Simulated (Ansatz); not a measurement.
Saddle point of AlBSi2H7Cl3O3, closed shell (AlBSi₂H₇Cl₃O₃ ([SiH3][O][Al]1([O][SiH3])[OH][B]([Cl])([Cl])[Cl]1) → AlBSi₂H₇Cl₃O₃ ([SiH3][O][Al]([ClH])([O][SiH3])[O][B]([Cl])[Cl]); bonds formed: Cl2–H5, Cl2–Al7; dative contacts that become bonds: B1–Cl3, B1–O6; bonds broken: B1–Cl2, Cl3–Al7, H5–O6), PBE0-D4/def2-TZVP structure:

```
17
angstrom
B 1.5111 -0.5729 1.9752
Cl 3.3189 0.6678 1.4680
Cl 1.3620 -1.8597 0.6139
Cl 1.6908 -1.1787 3.5978
H 1.9003 1.0948 1.4153
O 0.7270 0.5246 1.6059
Al -0.0828 -0.0150 0.0921
O 0.4919 0.7532 -1.2707
Si 1.0616 1.3722 -2.6594
O -1.6513 -0.5482 0.2597
Si -3.1584 -1.1036 0.4919
H -0.0358 1.4889 -3.6561
H 2.1235 0.4904 -3.2132
H 1.6332 2.7218 -2.4116
H -3.4531 -1.1932 1.9464
H -3.2981 -2.4555 -0.1114
H -4.1407 -0.1869 -0.1440
```

Energies are electronic, without zero-point energy. Barriers and step energies count from the start structure reached by relaxing down the imaginary mode; all methods use the PBE0-D4 structures, on which another method's saddle can fall below an end. Ansatz 0.2.0; basis: def2-TZVPP, with def2-QZVPP for the basis limit; cores frozen in the correlated methods. B3LYP uses VWN-RPA correlation. Extrapolation: Hartree–Fock as exp(−7.88 √X), correlation as X^−2.97.

| method | barrier (eV) | step energy (eV) |
| --- | --- | --- |
| SPW92 | 1.105 | 0.482 |
| PBE-D4 | 1.192 | 0.310 |
| BLYP-D4 | 1.233 | 0.135 |
| r2SCAN-D4 | 1.303 | 0.291 |
| B97M-V | ? | 0.208 |
| PBE0-D4 | 1.375 | 0.353 |
| B3LYP-D4 | 1.378 | 0.174 |
| r2SCAN0-D4 | 1.431 | 0.326 |
| BHLYP-D4 | ? | 0.203 |
| CAM-B3LYP-D4 | 1.443 | 0.179 |
| wB97X-V | 1.491 | 0.288 |
| wB97M-V | 1.453 | 0.292 |
| B2PLYP | 1.399 | 0.149 |
| PBE-QIDH | ? | 0.353 |
| RPA on PBE | 1.421 | 0.193 |
| HF | 1.848 | -0.031 |
| MP2 | 1.421 | 0.312 |
| CCSD | 1.551 | 0.191 |
| CCSD(T) | 1.463 | 0.231 |

Task: Fill in the withheld barriers. (To be estimated.)

Result: Computed: B97M-V 1.465; BHLYP-D4 1.586; PBE-QIDH 1.465 eV. Each is the energy of the saddle less that of the start structure, by the same method.

For comparison, the barrier by CCSD(T) at an estimated basis limit (MP2 extrapolated from triple and quadruple zeta, plus CCSD(T) − MP2 in triple zeta) is 1.484 eV.

T1 diagnostic: at most 0.013.

The step is the kind of ligand exchange by which a precursor binds to a hydroxyl group, or is hydrolysed, in atomic layer deposition of oxides. Here a small cluster stands in for the surface site.

Labels in which every atom is bracketed show which atoms are joined, not bond orders.

For scale, one of the runs: CCSD(T)/def2-TZVPP, 474 basis functions, launched by `ansatz run in.yaml --threads 4 --pin off --events-out ev --progress --plain --max-ram 66560MiB --backend cuda --devices 0, --max-vram 37GiB`. Time: 57 s of wall clock on 4 CPU threads of an AMD EPYC 7R13 and a share of one NVIDIA H100; the host was shared. Peak host memory: 1.3 GiB.
